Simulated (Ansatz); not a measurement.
Species: C2H7BN, net charge 0, doublet state. It need not be the lowest isomer of its formula. 
Geometry from a B3LYP-D3(BJ)/def2-TZVP (Ansatz, a first-principles code) optimisation:
```xyz
11

B     -0.0415     0.1222     0.0177
C      1.5149    -0.2101     0.0391
C     -1.0924    -1.0675    -0.0962
N     -0.4692     1.4330    -0.0211
H      1.7229    -0.9337     0.8327
H      1.7955    -0.6918    -0.9027
H      2.1550     0.6600     0.1803
H     -2.1314    -0.7426    -0.1352
H     -0.8825    -1.6637    -0.9891
H     -0.9677    -1.7368     0.7607
H     -0.7345     2.1318     0.6550
```
Charge 0, spin multiplicity 2.

Property: atomisation energy (electronic, to ground-state atoms), in kcal/mol. Valence correlation only, unless marked. UHF or UKS for open shells. Spin-orbit coupling is left out. No relativistic terms. The coupled-cluster limit lacks core correlation, which all-electron functionals hold. CBS marks a two-point X^-3 extrapolation of the correlation energy; Hartree-Fock from the larger set. The bracket is a focal-point correction in the basis named.

```csv
level,program,atomisation energy (kcal/mol)
B3LYP-D3(BJ)/def2-TZVPD,Ansatz + dftd3,998.0
B3LYP/def2-TZVPD,Ansatz,991.0
PBE0/def2-TZVPD,Ansatz,(withheld)
B2GP-PLYP/def2-TZVPD,Ansatz,976.3
B2PLYP-D3(BJ)/def2-TZVPD,Ansatz + dftd3,(withheld)
"RI-MP2/CBS(cc-pVTZ,cc-pVQZ)+[CCSD(T)-MP2]/cc-pVTZ",Ansatz,985.5
```

### Question
Some entries are withheld; supply them.

### Answer

- PBE0/def2-TZVPD, atomisation energy (kcal/mol): 994.5
- B2PLYP-D3(BJ)/def2-TZVPD, atomisation energy (kcal/mol): 983.0
